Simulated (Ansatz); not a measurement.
`[Cl][Al]([Cl])[I]` + `BO` → `B[O][Al]([Cl])[Cl]` + HI at 298.15 K and 1 bar (ligand exchange at the Al–I bond).

Computed with Ansatz on PBE0-D4/def2-TZVP structures; ΔE is electronic, products minus reactants. CCSD(T)/CBS is the MP2 limit (def2-TZVPP, def2-QZVPP) plus CCSD(T) − MP2 in def2-TZVPP, frozen cores. This one scheme is used for every species. def2 core potentials past Kr. For I outer-core shells are correlated without core-valence functions, which leaves a few kJ/mol of doubt a bond. Each species was taken in one conformer, which may not be the lowest.

| species | CCSD(T)/CBS energy (Eh) | H − E (kJ/mol) | S (J/(mol·K)) |
| --- | --- | --- | --- |
| `[Cl][Al]([Cl])[I]` | -1459.21603 | 28.3 | 342.9 |
| `BO` | -101.80414 | 103.5 | 230.4 |
| `B[O][Al]([Cl])[Cl]` | -1262.97636 | 97.3 | 364.1 |
| HI | -298.03592 | 22.7 | 206.5 |

H − E and S are ideal-gas, rigid-rotor, harmonic terms from PBE0-D4/def2-TZVP, for one conformer and one mirror image of each species. 1 Eh = 2625.50 kJ/mol, R = 8.31446 J/(mol·K).

By hand: ΔE, ΔH, ΔS and ΔG.

ΔE = (-1262.97636) + (-298.03592) − (-1459.21603) − (-101.80414) = 0.00789 Eh = 20.7 kJ/mol. Δ(H − E) = 97.3 + 22.7 − 28.3 − 103.5 = -11.8, so ΔH = 8.9 kJ/mol. ΔS = 364.1 + 206.5 − 342.9 − 230.4 = -2.7 J/(mol·K). ΔG = 8.9 − 298.15 × (-2.7)/1000 = 9.7 kJ/mol.

By hand: the equilibrium constant, and the temperature at which ΔG would vanish if ΔH and ΔS stayed fixed.

log₁₀ K = −ΔG/(RT ln 10) = -1.7. ΔH and −TΔS have one sign here, so there is no such temperature.

The number of gas molecules stays the same, so ΔS is small and ΔH decides. A doubt of 5 kJ/mol in ΔE shifts log₁₀ K by 0.9 here. Other conformers and mirror images would add mixing entropy, several J/(mol·K) or more a flexible species. These are equilibria of isolated gas molecules and say nothing of rates. Largest T1 diagnostic: 0.014 (customary marks: 0.02 for closed shells, 0.045 for open ones).

ΔS is within the doubt of such terms, so its sign, and with it that verdict, could turn.
